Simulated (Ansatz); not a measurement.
A structure relaxed at PBE-D4/def2-SVP in Ansatz, charge 0, doublet:

Cartesian coordinates in Å:
```
Sn 1.1279 0.8483 4.2026
Sn 1.3397 3.1978 -1.6648
Sn 0.2987 -3.6929 3.8025
Sn 1.4808 -1.2991 -3.0308
P -0.5224 -0.8190 0.6949
Sn -0.9668 1.7151 -5.4259
Sn 0.8961 -1.5950 5.5788
Sn 1.4150 0.4675 -0.8255
Sn -0.9918 1.0588 2.3752
Sn -0.8910 3.5958 -3.3358
Sn -1.6843 -2.8834 1.9756
Sn -0.9547 -0.8923 -4.3742
H 2.5938 0.9086 3.2820
H 1.1177 2.2042 5.2829
H 2.7873 3.7021 -2.4962
H 1.1883 4.2266 -0.2686
H 1.7359 -4.0650 2.9058
H -0.1372 -5.1133 4.6991
H 2.7947 -1.0297 -4.1363
H 1.6019 -2.9422 -2.4745
H -1.6213 -0.5267 -0.1884
H 0.4466 1.9151 -6.4147
H -2.3402 1.9924 -6.4531
H 2.3563 -1.9056 6.4645
H -0.3845 -1.4240 6.7368
H 2.8510 0.1901 0.1422
H -1.0529 2.5405 1.4791
H -2.5430 0.7632 3.0937
H -0.9135 5.2123 -3.9745
H -2.3358 3.4115 -2.3874
H -1.9619 -4.1242 0.7868
H -3.2076 -2.5543 2.7678
H -1.2778 -2.0733 -5.6048
H -2.2453 -1.0100 -3.2145
```

Problem. Give its formula.

Solution. Sn11PH22, a doped cluster cut from the lattice of tin (P on a surface site).

Problem. Summarise the bond lengths by kind (pairs closer than 1.2 times the sum of covalent radii, bridged metal pairs left out).

Solution. 10 × Sn–Sn 2.81 to 2.86 Å; 3 × P–Sn 2.56 to 2.78 Å; 21 × H–Sn 1.73 to 1.75 Å; 1 × H–P 1.44 Å.

In the def2 sets Sn takes a core potential; there is no spin–orbit coupling. Single mean-field runs in def2-SVP are fitted with def2-universal-jkfit.
